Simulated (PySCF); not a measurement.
## Working out the excitation energy of Al

Al [Ne] 3s2 3p1 (2P) → Al [Ne] 3s2 4s1 (2S). All numbers are calculated (PySCF 2.14, no relativity, point nucleus, in dyall-av2z). Frozen: [Ne]; the 15 highest virtual orbitals dropped. Energies in hartree (1 hartree = 27.21139 eV):

```csv
part,Al (lower),Al (upper)
UHF,-241.874174,-241.762122
MP2 opposite-spin,-0.029522,-0.029128
MP2 same-spin,-0.002313,-0.002095
```

Q: What does Hartree-Fock give?

A: (-241.762122) − (-241.874174) = 0.112052 hartree = 3.049 eV.

Q: What do MP2 and SCS-MP2 (6/5 opposite-spin, 1/3 same-spin) give?

A: The opposite-spin parts differ by 0.011 eV and the same-spin parts by 0.006 eV. MP2: 3.049 + (0.011) + (0.006) = 3.066 eV. SCS-MP2: 3.049 + 1.2 × (0.011) + (0.006)/3 = 3.064 eV.

Measured between the centres of the two terms (NIST): 3.133 eV, so MP2 (valence) is off by -0.067 eV.

A double-zeta basis recovers only part of the correlation energy.

What remains against the reference includes basis incompleteness, the frozen core and correlation beyond second order.
